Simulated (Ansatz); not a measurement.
Consider the redistribution: `[CH3][SbH][CH3]` + `N[SiH2]O[SiH3]` → `[CH3][SbH][SiH3]` + `CO[SiH2]N`.

Isolated molecules relaxed with PBE0-D4/def2-TZVP in Ansatz; ΔE leaves out vibrations. CCSD(T)/CBS is the MP2 limit (def2-TZVPP, def2-QZVPP) plus CCSD(T) − MP2 in def2-TZVPP, frozen cores. This one scheme is used for every species. Functionals use def2-TZVPP. def2 core potentials past Kr. For Sb outer-core shells are correlated without core-valence functions, which leaves a few kJ/mol of doubt a bond. One conformer a species, not always the lowest.

`[CH3][SbH][CH3]`:

Cartesian coordinates in Å:
```
C -1.174 -1.023 -0.403
Sb 0.961 -0.723 -0.511
C 0.981 0.976 0.821
H -1.418 -1.466 0.563
H -1.488 -1.708 -1.192
H -1.700 -0.076 -0.513
H 0.870 0.241 -1.926
H 0.834 0.623 1.842
H 1.946 1.478 0.759
H 0.188 1.677 0.560
```

`N[SiH2]O[SiH3]`:

Cartesian coordinates in Å:
```
N -0.097 1.674 -1.657
Si 0.693 0.596 -0.604
O -0.317 -0.302 0.324
Si -0.511 -1.458 1.456
H -0.551 1.347 -2.494
H -0.516 2.524 -1.317
H 1.491 -0.337 -1.436
H 1.542 1.404 0.306
H 0.146 -1.056 2.729
H -1.963 -1.648 1.694
H 0.083 -2.742 0.998
```

`[CH3][SbH][SiH3]`:

Cartesian coordinates in Å:
```
C -1.570 -0.125 0.760
Sb 0.412 0.571 1.302
Si 1.334 0.332 -1.086
H -1.517 -1.018 0.140
H -2.080 0.670 0.217
H -2.124 -0.342 1.673
H 0.991 -0.990 1.702
H 2.820 0.396 -1.072
H 0.823 1.454 -1.919
H 0.910 -0.948 -1.716
```

`CO[SiH2]N`:

Cartesian coordinates in Å:
```
C -0.916 -0.134 -1.462
O -1.068 0.431 -0.183
Si -0.124 0.005 1.095
N 1.545 0.323 0.947
H 0.051 0.132 -1.906
H -0.995 -1.228 -1.433
H -1.709 0.250 -2.106
H -0.219 -1.466 1.300
H -0.690 0.796 2.209
H 2.195 -0.363 0.604
H 1.930 1.253 0.935
```

| level | ΔE (kcal/mol) |
| --- | --- |
| r2SCAN-D4 | 33.1 |
| ωB97X-V | 33.2 |
| B2PLYP | 35.1 |
| PBE0 | 30.6 |
| HF/def2-TZVPP | 37.6 |
| HF/def2-QZVPP | 38.2 |
| HF/CBS(def2) | 38.3 |
| MP2/CBS(def2) | 37.3 |

(1) What does CCSD(T)/CBS give? (Estimate.)

Largest T1 diagnostic among the species: 0.013.

## Answers

(1) Computed: +35.3 kcal/mol. The listed levels differ from it by -2.2, -2.1, -0.2, -4.7, 2.3, 2.9, 3.0, 2.0 kcal/mol.

From PBE to PBE0 (25 % exact exchange), in def2-TZVPP and without D4, ΔE moves by +1.7 kcal/mol.
